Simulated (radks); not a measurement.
These are the eigenvalues of the occupied orbitals of an atom or ion with whole-number occupations (hartree). All-electron calculation, Dirac Kohn-Sham, PBE, spin-unpolarised, spherical densities, finite nucleus; Fermi nuclear charge, rms radius of each element as measured or else 0.836 A^(1/3) + 0.57 fm. Program: a radial shooting solver on a logarithmic mesh with Libxc functionals.

1s1/2: -65.62575
2s1/2: -5.12500
2p1/2: -3.52603
2p3/2: -3.50225
3s1/2: -0.39678
3p1/2: -0.15030

Which element is it, and in what charge state? The configuration may be excited. Open shells, if any, fill j = l - 1/2 first.

Answer. Z = 14, silicon, charge 0: Si in [Ne] 3s2 3p2. The list shows which subshells hold electrons but not how many an open one holds; the 1s level, -65.626 hartree, gives Z - s = 11.5 by -(Z - s)^2/2, which with screening and relativity narrows Z to a few neighbours, and the depths of the outer levels then fix element, charge and occupations together.
